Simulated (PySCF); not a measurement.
W (SMILES [W]), quintet (core potentials on W).

PySCF was given this input:
```python
from pyscf import gto, scf, dft

mol = gto.M(
    atom='''
W     0.00000000    0.00000000    0.00000000
''',
    basis='def2-tzvp',
    ecp={'W': 'def2-tzvp'},
    spin=4,
    verbose=4,
)

mf = dft.UKS(mol)
mf.xc = 'pbe0'
mf.kernel()
```

Question: What does this run give for the HOMO energy, total energy, dipole moment, <S^2>?

Answer: 
```
Item                   Value
-------------  -------------
HOMO energy         -5.31 eV
total energy   -66.904658 Ha
dipole moment         0.00 D
<S^2>                  6.011
```

These values belong to the state on which the SCF converged, which isn't shown to be the lowest.
